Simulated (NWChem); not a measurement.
Species: C₄H₄OS; SMILES C1CC(SC=1)=O

```xyz
10

O      0.1070    -2.1606     0.0000
C      0.1654    -0.9599     0.0000
C      1.4393    -0.1055     0.0000
C      1.0504     1.3396     0.0000
C     -0.2660     1.5759     0.0000
S     -1.3030     0.1347     0.0000
H      2.0343    -0.3908    -0.8789
H      2.0343    -0.3908     0.8789
H      1.7929     2.1311     0.0000
H     -0.7429     2.5494     0.0000
```
Atoms are numbered in this order, from 1.

Results from NWChem. The geometry was optimised at B3LYP/6-31G* (spherical d). Level: M06-2X/def2-SVP with SMD (1 M gas to 1 M solution), gas-phase geometry.

Question: Among these, which solvent gives the lowest value of “dipole in solution (D)”?
A) 1-propanol
B) anisole
C) water
D) cyclohexane

Answer: D, cyclohexane. Values: cyclohexane 3.85; anisole 4.12; 1-propanol 4.62; water 4.75
